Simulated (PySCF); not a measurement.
Species: CH8Ge2.
InChI=1S/CH8Ge2/c2-1-3/h1H2,2-3H3

The closed-shell ground state was solved at several levels (PySCF, density fitting, gas phase). Isolated species at its GFN2-xTB geometry, gas phase. The calculation is non-relativistic and has no spin–orbit coupling, an omission that weighs most on germanium.

```
                       level  basis functions  total energy (Eh)  HOMO (eV)  LUMO (eV)  gap (eV)  dipole (D)
B3LYP/pcJ-1 (pcSseg-1 on Ge)              189         -4196.5861      -8.29       0.47      8.76        0.65
           wB97X-D/def2-SVPD              160         -4196.4729     -10.26       1.74     12.00        0.66
```

**Question.** Estimate the row for PBE0/pcSseg-1, a basis of 139 functions; the other rows only guide the guess.

**Answer.** Total energy -4195.8790 Eh, HOMO -8.52 eV, LUMO 0.68 eV, gap 9.20 eV, dipole 0.61 D.

**Question.** Over all these levels, which gives the widest orbital gap and which the narrowest?

**Answer.** wB97X-D/def2-SVPD (range-separated hybrid) has the widest, 12.00 eV, and B3LYP/pcJ-1 (pcSseg-1 on Ge) (global hybrid, 20 % exact exchange) the narrowest, 8.76 eV. Functional and basis both differ between the two, so the spread mixes both effects.

**Question.** How far do the dipole and the HOMO energy spread over the levels?

**Answer.** The dipole runs from 0.61 to 0.66 D (mean 0.64 D) and the HOMO from -10.26 to -8.29 eV.

wB97X-D is run here without its empirical dispersion term; that term would change no orbital, density or response property at a fixed geometry.
